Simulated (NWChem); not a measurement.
Molecule: CH₃BrMgO; SMILES C[O][Mg][Br]

```xyz
7

Mg     0.0000     0.0000    -0.6026
Br     0.0000     0.0000     1.7434
O      0.0000     0.0000    -2.3634
C      0.0000     0.0000    -3.7370
H     -0.5659     0.8569    -4.1533
H      1.0251     0.0617    -4.1533
H     -0.4592    -0.9186    -4.1533
```
Atoms are numbered in this order, from 1.

Program: NWChem. Pople sets run with spherical d functions. Coordinates come from a PBE0/def2-SVP optimisation. Total energies compare along this basis series because the functional is fixed.

```csv
level,basis functions,energy (Ha),highest occupied level (eV),orbital gap (eV),dipole (D),relative time
TPSS/STO-3G,40,-2857.2248,-0.79,4.26,1.96,1
TPSS/3-21G,59,-2875.2020,-5.48,3.54,2.57,1
TPSS/6-31G*,84,-2889.0885,-5.80,3.93,1.91,5
TPSS/6-311G**,124,-2889.4093,-5.89,3.99,1.83,5
```

The last column is a rough cost ratio, cheapest run = 1.
